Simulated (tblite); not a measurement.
Parent: `[CH:1]#[C:2][c:3]1[cH:4][n:5][n:6][cH:7][c:8]1[CH2:9][CH3:10]` with C7–C8–C9–C10 95°, C8H8N2.

The geometries are computed with GFN2-xTB (gas phase). One conformer each, not checked by frequencies here.

```json
{"coordinate of the parent": "C1≡C2", "value": "1.201 Å"}
{"coordinate of the parent": "C2–C3", "value": "1.412 Å"}
{"coordinate of the parent": "C3–C4", "value": "1.405 Å"}
{"coordinate of the parent": "C4–N5", "value": "1.314 Å"}
{"coordinate of the parent": "N5–N6", "value": "1.301 Å"}
{"coordinate of the parent": "N6–C7", "value": "1.318 Å"}
{"coordinate of the parent": "C7–C8", "value": "1.396 Å"}
{"coordinate of the parent": "C8–C9", "value": "1.496 Å"}
{"coordinate of the parent": "C9–C10", "value": "1.531 Å"}
{"coordinate of the parent": "C3–C8", "value": "1.397 Å"}
{"coordinate of the parent": "C1–C2–C3", "value": "179.3°"}
{"coordinate of the parent": "C2–C3–C4", "value": "120.8°"}
{"coordinate of the parent": "C2–C3–C8", "value": "122.4°"}
{"coordinate of the parent": "C4–C3–C8", "value": "116.8°"}
{"coordinate of the parent": "C3–C4–N5", "value": "123.0°"}
{"coordinate of the parent": "C4–N5–N6", "value": "120.5°"}
{"coordinate of the parent": "N5–N6–C7", "value": "120.3°"}
{"coordinate of the parent": "N6–C7–C8", "value": "123.9°"}
{"coordinate of the parent": "C7–C8–C9", "value": "122.2°"}
{"coordinate of the parent": "C3–C8–C7", "value": "115.5°"}
{"coordinate of the parent": "C3–C8–C9", "value": "122.2°"}
{"coordinate of the parent": "C8–C9–C10", "value": "110.2°"}
```

Q: How does the shared frame change in `[CH:1]#[C:2][c:3]1[cH:4][n:5][n:6][cH:7][c:8]1[O:9][CH3:10]` with C7–C8–O9–C10 0°, C7H6N2O? Atoms pair as C1 = C1, C2 = C2, C3 = C3, C4 = C4, N5 = N5, N6 = N6, C7 = C7, C8 = C8 (parent first).

A: 
| parent | relative | value in the relative | change |
| --- | --- | --- | --- |
| C1≡C2 | C1≡C2 | 1.201 Å | 0.000 |
| C2–C3 | C2–C3 | 1.411 Å | -0.001 |
| C3–C4 | C3–C4 | 1.399 Å | -0.006 |
| C4–N5 | C4–N5 | 1.317 Å | +0.003 |
| N5–N6 | N5–N6 | 1.298 Å | -0.003 |
| N6–C7 | N6–C7 | 1.318 Å | 0.000 |
| C7–C8 | C7–C8 | 1.401 Å | +0.005 |
| C3–C8 | C3–C8 | 1.406 Å | +0.009 |
| C1–C2–C3 | C1–C2–C3 | 178.9° | -0.4 |
| C2–C3–C4 | C2–C3–C4 | 121.6° | +0.8 |
| C2–C3–C8 | C2–C3–C8 | 121.9° | -0.5 |
| C4–C3–C8 | C4–C3–C8 | 116.4° | -0.4 |
| C3–C4–N5 | C3–C4–N5 | 123.4° | +0.4 |
| C4–N5–N6 | C4–N5–N6 | 120.1° | -0.4 |
| N5–N6–C7 | N5–N6–C7 | 121.1° | +0.8 |
| N6–C7–C8 | N6–C7–C8 | 123.1° | -0.8 |
| C3–C8–C7 | C3–C8–C7 | 115.8° | +0.3 |

Of the parent's bonds, C3–C8 changes most (+0.009 Å). Bonds of the relative outside the shared frame: C8–O9 1.346, O9–C10 1.410 Å. Point group C1 → Cs.
